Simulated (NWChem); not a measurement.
System: SnHOBr, singlet; SMILES [OH][Sn][Br]

Input file for NWChem:

```
start job
memory heap 200 mb stack 900 mb global 1100 mb
geometry units angstroms noautoz
  Sn     0.307239     0.962777     0.000000
  Br    -0.233538    -1.543430     0.000000
  O     -1.575997     1.596955     0.000000
  H     -2.238957     0.893336     0.000000
end
basis spherical
  * library sto-3g
end
dft
  xc hfexch
  iterations 150
  mulliken
end
task dft energy
```

Low-valent species are run as closed-shell singlets; no triplet was tried in these runs. Structure relaxed at the PBE0/def2-SVP (def2 core potentials past Kr) level.

Question: Give the results of this calculation. (Hartree-Fock/STO-3G, non-relativistic.) Quantities: basis functions; energy (Ha); highest occupied level (eV); orbital gap (eV); dipole (D).

Answer: 
| Quantity | Value |
|---|---|
| number of basis functions | 51 |
| energy (Ha) | -8582.43 |
| highest occupied level (eV) | -6.04 |
| orbital gap (eV) | 10.08 |
| dipole (D) | 1.85 |
